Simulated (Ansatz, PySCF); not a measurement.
Molecule (SMILES): FC(F)(C)F.
Geometry (B3LYP-D3(BJ)/def2-TZVP, fixed):
```
C
F 1 1.3503
F 1 1.3503 2 107.01
F 1 1.3503 2 107.01 3 -114.42
C 1 1.5015 2 111.83 3 122.79
H 5 1.0883 1 109.29 2 180.00
H 5 1.0883 6 109.65 1 119.78
H 5 1.0883 6 109.65 7 120.45
```
Charge 0, spin multiplicity 1.

Near-linear dependence at PBE0/aug-pcseg-2 with PySCF (spherical functions, density fitting): canonical orthogonalisation drops combinations whose overlap eigenvalue lies under the threshold. The set has 299 functions.

```
threshold  orbitals kept  energy minus last row (mEh)
---------  -------------  ---------------------------
1e-3          (withheld)                   (withheld)
1e-4          (withheld)                   (withheld)
1e-5          (withheld)                   (withheld)
1e-6                 299                        0.000
1e-7                 299                        0.000
1e-9                 299                        0.000
```

**Question.** Complete the blanks.

**Answer.** 
- 1e-3, orbitals kept: 274
- 1e-3, energy minus last row (mEh): 0.483
- 1e-4, orbitals kept: 289
- 1e-4, energy minus last row (mEh): 0.049
- 1e-5, orbitals kept: 298
- 1e-5, energy minus last row (mEh): 0.005

The smallest overlap eigenvalue is 4.5e-06. Ansatz (an electronic-structure program) at its default drops 0 functions.
